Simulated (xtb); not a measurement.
C4H12Sn (SMILES [CH3][Sn]([CH3])([CH3])[CH3]), singlet, geometry from GFN2-xTB (such geometries of metal compounds can be far from the true shape).

Input for xtb:
```
$ xtb coord --gfn 1 --json

# file coord
$coord
     -0.6185954974      -2.8701801187      -2.9280270542  c
     -0.0000000000      -0.0000000000       0.0000000000  sn
     -0.1009678401       3.7721515380      -1.7188993805  c
     -2.9773959225      -0.2906553548       2.8713358941  c
      3.6969592410      -0.6113160645       1.7755905406  c
     -2.4386541473      -2.5965801091      -3.8263870747  h
     -0.5747367871      -4.7478645305      -2.1113882589  h
      0.8369343972      -2.7539514929      -4.3641485166  h
      0.2016923968       5.2154750491      -0.2977254817  h
     -1.9162622825       4.1068871736      -2.6061306526  h
      1.3593262808       3.9495157708      -3.1438920946  h
     -4.8191648421       0.0066864557       2.0263528510  h
     -2.9552474819      -2.1445979657       3.7413516667  h
     -2.7012101628       1.1152743312       4.3347580220  h
      3.7805380481      -2.4682100119       2.6355211473  h
      5.1922092324      -0.4742969932       0.3827608896  h
      4.0345753672       0.7916622851       3.2289275025  h
$end
```

Estimate the HOMO-LUMO gap that GFN1-xTB in xtb returns for this input.

5.34 eV

What is the computed total energy (GFN1-xTB)?

-17.3819 Eh

Estimate the dipole moment that GFN1-xTB returns for this input.

0.00 D
